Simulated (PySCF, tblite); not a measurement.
Compound: C4H12AlNO.
Bonds: C1–C2, C2–N3, N3–C4, N3–Al5, Al5–O6, O6–C7. Hydrogens: H8, H9, H10 on C1; H11, H12 on C2; H13, H14, H15 on C4; H16 on Al5; H17, H18, H19 on C7.

Jobs on this species (19 atoms, 64 electrons) with PySCF (density fitting) and tblite. Hardware of each: an Arm Neoverse N1 with one thread, shared host. The host was shared with other jobs, so the times are rough.

```
level and settings                                                                                                  work  basis functions  SCF cycles  wall time
     PBE0/pcSseg-1                                                               shieldings, charges and field gradients              186           ?          ?
          GFN2-xTB                                                                                     L-BFGS relaxation                –           –          ?
   B3LYP/def2-SVPD  8 singlets by full TDDFT, 3 Tamm–Dancoff triplets, polarisability, density and orbital grids written              243          15    1.8 min
          GFN2-xTB                                                                         Hessian by finite differences                –           –      1.1 s
```

Q: Fill in the missing figures.

A: 
- PBE0/pcSseg-1; shieldings, charges and field gradients: 54 s, 14 SCF cycles
- GFN2-xTB; L-BFGS relaxation: 2.7 s

Q: What do all jobs in the table cost together?

A: About 2.8 min; the longest takes about 65 % of that, and about 98 times as long as the shortest.
